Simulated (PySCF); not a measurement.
PySCF input for C4H12O4Si, SMILES O(C)[Si](OC)(OC)OC, TDA-B3LYP/def2-SVP. Coordinates come from a PBE0-D3(BJ)/def2-SVP optimisation. The isomer is the one that the SMILES or the coordinates give; other isomers of the formula were not compared. The values are those of a single conformer.

```python
import numpy as np
from pyscf import gto, scf, dft, tdscf

mol = gto.M(
    atom='''
    C     0.85667910   -2.04908007   -1.54826587
    O    -0.17573470   -1.37734054   -0.87686605
    Si   -0.00000000    0.00000000    0.00000000
    O    -1.37734051    0.17573469    0.87686609
    C    -2.04908003   -0.85667912    1.54826591
    O     1.37734055   -0.17573468    0.87686603
    C     2.04908009    0.85667915    1.54826583
    O     0.17573467    1.37734053   -0.87686608
    C    -0.85667917    2.04908005   -1.54826587
    H     1.75982130   -2.13683274   -0.92117605
    H     1.13349906   -1.53081118   -2.48312025
    H     0.51021913   -3.06082156   -1.80831885
    H    -3.06082151   -0.51021916    1.80831893
    H    -1.53081112   -1.13349910    2.48312028
    H    -2.13683271   -1.75982131    0.92117609
    H     2.13683275    1.75982133    0.92117598
    H     1.53081122    1.13349913    2.48312020
    H     3.06082158    0.51021918    1.80831880
    H    -1.13349916    1.53081115   -2.48312023
    H    -1.75982134    2.13683273   -0.92117601
    H    -0.51021921    3.06082153   -1.80831887
    ''',
    basis='def2-SVP',
    charge=0,
    spin=0,
    symmetry=True,
    max_memory=1600,
    verbose=4,
)
mf = dft.RKS(mol, xc='b3lyp').density_fit(auxbasis='def2-universal-jkfit')
mf.grids.level = 3
mf.conv_tol = 1e-9
mf.max_cycle = 100
mf.kernel()
mf.grids = dft.Grids(mol).set(level=1).build(with_non0tab=True)  # coarser grid for the response kernel
td = tdscf.TDA(mf)
td.singlet = True
td.nstates = 10
td.conv_tol = 1e-4
td.positive_eig_threshold = 1e-6
td.kernel(x0=td.get_init_guess(mf, 15))
td.analyze()
tt = tdscf.TDA(mf)
tt.singlet = False
tt.nstates = 4
tt.conv_tol = 1e-4
tt.positive_eig_threshold = 1e-6
tt.kernel(x0=tt.get_init_guess(mf, 9))
tt.analyze(verbose=3)
```

Log of the run:

```
PySCF version 2.14.0

[INPUT] verbose = 4
[INPUT] num. atoms = 21
[INPUT] num. electrons = 82
[INPUT] charge = 0
[INPUT] spin (= nelec alpha-beta = 2S) = 0
[INPUT] symmetry True subgroup None
[INPUT] Mole.unit = angstrom
[INPUT] Symbol           X                Y                Z      unit          X                Y                Z       unit  Magmom
[INPUT]  1 C      0.856679100000  -2.049080070000  -1.548265870000 AA    1.618888875639  -3.872200139605  -2.925798462311 Bohr   0.0
[INPUT]  2 O     -0.175734700000  -1.377340540000  -0.876866050000 AA   -0.332090453583  -2.602796400861  -1.657036682429 Bohr   0.0
[INPUT]  3 Si     0.000000000000   0.000000000000   0.000000000000 AA    0.000000000000   0.000000000000   0.000000000000 Bohr   0.0
[INPUT]  4 O     -1.377340510000   0.175734690000   0.876866090000 AA   -2.602796344169   0.332090434685   1.657036758018 Bohr   0.0
[INPUT]  5 C     -2.049080030000  -0.856679120000   1.548265910000 AA   -3.872200064016  -1.618888913433   2.925798537900 Bohr   0.0
[INPUT]  6 O      1.377340550000  -0.175734680000   0.876866030000 AA    2.602796419758  -0.332090415788   1.657036644635 Bohr   0.0
[INPUT]  7 C      2.049080090000   0.856679150000   1.548265830000 AA    3.872200177399   1.618888970125   2.925798386722 Bohr   0.0
[INPUT]  8 O      0.175734670000   1.377340530000  -0.876866080000 AA    0.332090396891   2.602796381963  -1.657036739121 Bohr   0.0
[INPUT]  9 C     -0.856679170000   2.049080050000  -1.548265870000 AA   -1.618889007920   3.872200101810  -2.925798462311 Bohr   0.0
[INPUT] 10 H      1.759821300000  -2.136832740000  -0.921176050000 AA    3.325580285176  -4.038028652604  -1.740770447009 Bohr   0.0
[INPUT] 11 H      1.133499060000  -1.530811180000  -2.483120250000 AA    2.142002785852  -2.892813878622  -4.692417206862 Bohr   0.0
[INPUT] 12 H      0.510219130000  -3.060821560000  -1.808318850000 AA    0.964174419214  -5.784114464564  -3.417227372388 Bohr   0.0
[INPUT] 13 H     -3.060821510000  -0.510219160000   1.808318930000 AA   -5.784114370078  -0.964174475906   3.417227523567 Bohr   0.0
[INPUT] 14 H     -1.530811120000  -1.133499100000   2.483120280000 AA   -2.892813765239  -2.142002861441   4.692417263553 Bohr   0.0
[INPUT] 15 H     -2.136832710000  -1.759821310000   0.921176090000 AA   -4.038028595912  -3.325580304073   1.740770522598 Bohr   0.0
[INPUT] 16 H      2.136832750000   1.759821330000   0.921175980000 AA    4.038028671501   3.325580341868   1.740770314728 Bohr   0.0
[INPUT] 17 H      1.530811220000   1.133499130000   2.483120200000 AA    2.892813954211   2.142002918133   4.692417112375 Bohr   0.0
[INPUT] 18 H      3.060821580000   0.510219180000   1.808318800000 AA    5.784114502359   0.964174513700   3.417227277902 Bohr   0.0
[INPUT] 19 H     -1.133499160000   1.530811150000  -2.483120230000 AA   -2.142002974825   2.892813821930  -4.692417169067 Bohr   0.0
[INPUT] 20 H     -1.759821340000   2.136832730000  -0.921176010000 AA   -3.325580360765   4.038028633707  -1.740770371420 Bohr   0.0
[INPUT] 21 H     -0.510219210000   3.060821530000  -1.808318870000 AA   -0.964174570392   5.784114407872  -3.417227410183 Bohr   0.0

nuclear repulsion = 630.765560057808
point group symmetry = S4, use subgroup C2
symmetry origin: [ 2.30454395e-10  1.38272632e-09 -1.38272639e-09]
symmetry axis x: [ 9.95990981e-01 -8.94537069e-02  2.59502200e-09]
symmetry axis y: [ 8.94537069e-02  9.95990981e-01 -9.25397545e-09]
symmetry axis z: [-1.75681609e-09  9.44901056e-09  1.00000000e+00]
num. orbitals of irrep A = 96
num. orbitals of irrep B = 94
number of shells = 92
number of NR pGTOs = 312
number of NR cGTOs = 190
basis = def2-SVP
ecp = {}


******** <class 'pyscf.df.df_jk.DFSymAdaptedRKS'> ********
method = DFSymAdaptedRKS
initial guess = minao
damping factor = 0
level_shift factor = 0
DIIS = <class 'pyscf.scf.diis.CDIIS'>
diis_start_cycle = 1
diis_space = 8
diis_damp = 0
SCF conv_tol = 1e-09
SCF conv_tol_grad = None
SCF max_cycles = 100
direct_scf = False
XC library pyscf.dft.libxc version 7.1.2
    S. Lehtola, C. Steigemann, M. J. T. Oliveira, and M. A. L. Marques,  SoftwareX 7, 1–5 (2018)
XC functionals = b3lyp
    P. J. Stephens, F. J. Devlin, C. F. Chabalowski, and M. J. Frisch,  J. Phys. Chem. 98, 11623 (1994)
radial grids:
    Treutler-Ahlrichs [JCP 102, 346 (1995); DOI:10.1063/1.469408] (M4) radial grids

becke partition: Becke, JCP 88, 2547 (1988); DOI:10.1063/1.454033
pruning grids: <function nwchem_prune>
grids dens level: 3
symmetrized grids: True
atomic radii adjust function: <function treutler_atomic_radii_adjust>
small_rho_cutoff = 0
Freeze 0 electrons in irreps []
    82 free electrons in irreps A B
Set gradient conv threshold to 3.16228e-05
Initial guess from minao.
tot grids = 249680
******** <class 'pyscf.df.df.DF'> ********
auxbasis = def2-universal-jkfit
init E= -750.579902679156
HOMO (B) = -0.374924297495917  LUMO (A) = -0.0377898713727474  gap/eV = 9.17390
cycle= 1 E= -749.489343979282  delta_E= 1.09  |g|= 1.21  |ddm|= 4.55
HOMO (B) = -0.135477336903434  LUMO (A) = 0.0725463199223881  gap/eV = 5.66061
cycle= 2 E= -749.145853962614  delta_E= 0.343  |g|= 1.81  |ddm|= 2.52
HOMO (B) = -0.280749190429242  LUMO (A) = 0.0517360662347581  gap/eV = 9.04738
cycle= 3 E= -749.757620111027  delta_E= -0.612  |g|= 0.0716  |ddm|= 1.62
HOMO (B) = -0.280369876383119  LUMO (A) = 0.04974401241402  gap/eV = 8.98286
cycle= 4 E= -749.75844219575  delta_E= -0.000822  |g|= 0.0328  |ddm|= 0.0711
HOMO (B) = -0.279605359401458  LUMO (A) = 0.0506233216722118  gap/eV = 8.98598
cycle= 5 E= -749.758701123209  delta_E= -0.000259  |g|= 0.00789  |ddm|= 0.0333
HOMO (B) = -0.279847471733814  LUMO (A) = 0.0504716887543388  gap/eV = 8.98844
cycle= 6 E= -749.758714739169  delta_E= -1.36e-05  |g|= 0.000295  |ddm|= 0.00629
HOMO (B) = -0.279885370797111  LUMO (A) = 0.050450831273535  gap/eV = 8.98891
cycle= 7 E= -749.758714755452  delta_E= -1.63e-08  |g|= 0.000123  |ddm|= 0.000589
HOMO (B) = -0.279869607835569  LUMO (A) = 0.050460555703137  gap/eV = 8.98874
cycle= 8 E= -749.758714759185  delta_E= -3.73e-09  |g|= 2.14e-05  |ddm|= 0.00019
HOMO (B) = -0.279872959128603  LUMO (A) = 0.0504585061359379  gap/eV = 8.98878
cycle= 9 E= -749.758714759311  delta_E= -1.27e-10  |g|= 2.09e-06  |ddm|= 3.23e-05
HOMO (B) = -0.279872569430253  LUMO (A) = 0.0504586856703164  gap/eV = 8.98877
Extra cycle  E= -749.758714759309  delta_E= 2.73e-12  |g|= 1.78e-06  |ddm|= 3.36e-06
converged SCF energy = -749.758714759309
tot grids = 77520
Overwritten attributes  positive_eig_threshold  of <class 'pyscf.tdscf.rks.TDA'>


******** <class 'pyscf.tdscf.rks.TDA'> for <class 'pyscf.df.df_jk.DFSymAdaptedRKS'> ********
nstates = 10 singlet
deg_eia_thresh = 1.000e-03
wfnsym = None
conv_tol = 0.0001
eigh lindep = 1e-12
eigh level_shift = 0
eigh max_cycle = 100


Excitation energies (eV)
[7.98040469 7.98040473 8.25950898 8.47602659 8.79342383 8.79342386
 8.84451137 8.86478771 8.86478772 8.89815529]

** Singlet excitation energies and oscillator strengths **
Excited State   1:    B      7.98040 eV    155.36 nm  f=0.0008
      41 -> 42       -0.68970
      41 -> 43       -0.10203
Excited State   2:    B      7.98040 eV    155.36 nm  f=0.0008
      40 -> 42       -0.68970
      40 -> 43        0.10203
Excited State   3:    A      8.25951 eV    150.11 nm  f=0.0000
      39 -> 42        0.68065
Excited State   4:    A      8.47603 eV    146.28 nm  f=0.0042
      38 -> 42        0.67351
      39 -> 43        0.15570
Excited State   5:    B      8.79342 eV    141.00 nm  f=0.0049
      36 -> 42        0.10034
      37 -> 42       -0.52695
      39 -> 45        0.10068
      40 -> 43        0.35623
      41 -> 43        0.19046
Excited State   6:    B      8.79342 eV    141.00 nm  f=0.0049
      36 -> 42       -0.52695
      37 -> 42       -0.10034
      39 -> 44       -0.10068
      40 -> 43        0.19046
      41 -> 43       -0.35623
Excited State   7:    A      8.84451 eV    140.18 nm  f=0.0192
      34 -> 42       -0.18746
      38 -> 42        0.12337
      39 -> 43       -0.17604
      40 -> 44        0.41430
      40 -> 45       -0.18162
      41 -> 44       -0.18162
      41 -> 45       -0.41430
Excited State   8:    B      8.86479 eV    139.86 nm  f=0.0090
      36 -> 42        0.30270
      37 -> 42       -0.28340
      40 -> 43       -0.20828
      41 -> 43       -0.50020
Excited State   9:    B      8.86479 eV    139.86 nm  f=0.0090
      36 -> 42        0.28340
      37 -> 42        0.30270
      40 -> 43        0.50020
      41 -> 43       -0.20828
Excited State  10:    A      8.89816 eV    139.34 nm  f=0.0000
      39 -> 42       -0.10741
      40 -> 44        0.46615
      40 -> 45       -0.12350
      41 -> 44        0.12350
      41 -> 45        0.46615

** Transition electric dipole moments (AU) **
state          X           Y           Z        Dip. S.      Osc.
  1         0.0251     -0.0575     -0.0000      0.0039      0.0008
  2        -0.0575     -0.0251      0.0000      0.0039      0.0008
  3        -0.0000     -0.0000     -0.0000      0.0000      0.0000
  4         0.0000     -0.0000     -0.1420      0.0202      0.0042
  5        -0.1087     -0.1050      0.0000      0.0228      0.0049
  6         0.1050     -0.1087      0.0000      0.0228      0.0049
  7        -0.0000     -0.0000      0.2977      0.0886      0.0192
  8         0.1718      0.1094     -0.0000      0.0415      0.0090
  9         0.1093     -0.1718      0.0000      0.0415      0.0090
 10        -0.0000      0.0000      0.0000      0.0000      0.0000

** Transition velocity dipole moments (imaginary part, AU) **
state          X           Y           Z        Dip. S.      Osc.
  1         0.0143     -0.0278     -0.0000      0.0010      0.0022
  2        -0.0278     -0.0143     -0.0000      0.0010      0.0022
  3        -0.0000      0.0000     -0.0000      0.0000      0.0000
  4        -0.0000     -0.0000     -0.0120      0.0001      0.0003
  5        -0.0516     -0.0423     -0.0000      0.0044      0.0092
  6         0.0423     -0.0516      0.0000      0.0044      0.0092
  7        -0.0000      0.0000      0.1021      0.0104      0.0214
  8         0.0417      0.0434     -0.0000      0.0036      0.0074
  9         0.0434     -0.0417      0.0000      0.0036      0.0074
 10         0.0000      0.0000      0.0000      0.0000      0.0000

** Transition magnetic dipole moments (imaginary part, AU) **
state          X           Y           Z
  1        -0.2612     -0.4437      0.0000
  2         0.4437     -0.2612      0.0000
  3        -0.0000     -0.0000     -0.3169
  4         0.0000     -0.0000      0.0000
  5         0.4321     -0.1249     -0.0000
  6        -0.1249     -0.4320      0.0000
  7        -0.0000      0.0000      0.0000
  8        -0.9712      0.6154     -0.0000
  9        -0.6154     -0.9712      0.0000
 10        -0.0000      0.0000     -0.3441


******** <class 'pyscf.tdscf.rks.TDA'> for <class 'pyscf.df.df_jk.DFSymAdaptedRKS'> ********
nstates = 4 triplet
deg_eia_thresh = 1.000e-03
wfnsym = None
conv_tol = 0.0001
eigh lindep = 1e-12
eigh level_shift = 0
eigh max_cycle = 100


Excitation energies (eV)
[7.70377567 7.70377572 7.99360068 8.18805034]

** Triplet excitation energies and oscillator strengths **
Excited State   1:    B      7.70378 eV    160.94 nm  f=0.0000
Excited State   2:    B      7.70378 eV    160.94 nm  f=0.0000
Excited State   3:    A      7.99360 eV    155.10 nm  f=0.0000
Excited State   4:    A      8.18805 eV    151.42 nm  f=0.0000
```

The run converged.

Cost: roughly 5 core-minutes.
